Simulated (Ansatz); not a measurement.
Species: C₄H₄O₂ (charge 0, singlet). 
Coordinates optimised at B3LYP-D3(BJ)/def2-TZVP (Ansatz, an electronic-structure program):
```
C
O 1 1.3411
H 2 0.9655 1 108.98
O 1 1.3517 2 116.95 3 0.00
C 1 1.3553 2 131.44 3 -180.00
H 5 1.0750 1 126.56 2 0.00
C 4 1.3834 1 106.55 2 -180.00
C 7 1.3506 4 109.43 1 0.00
H 7 1.0737 8 134.83 5 -180.00
H 8 1.0769 7 126.02 9 0.00
```
Charge 0, spin multiplicity 1.

Dipole moments at this geometry, in debye (magnitudes).

| level | program | dipole (D) |
|---|---|---|
| BLYP/def2-TZVPD | Ansatz | 0.81 |
| r2SCAN/def2-TZVPD | Ansatz | [?] |
| B3LYP/def2-TZVPD | Ansatz | 0.82 |
| PBE0/def2-TZVPD | Ansatz | 0.84 |
| HSE06/def2-TZVPD | Ansatz | 0.84 |
| CCSD(T)/aug-cc-pVDZ | Ansatz | [?] |

Problem. Complete the blanks.

Solution. 
- r2SCAN/def2-TZVPD, dipole (D): 0.85
- CCSD(T)/aug-cc-pVDZ, dipole (D): 0.88
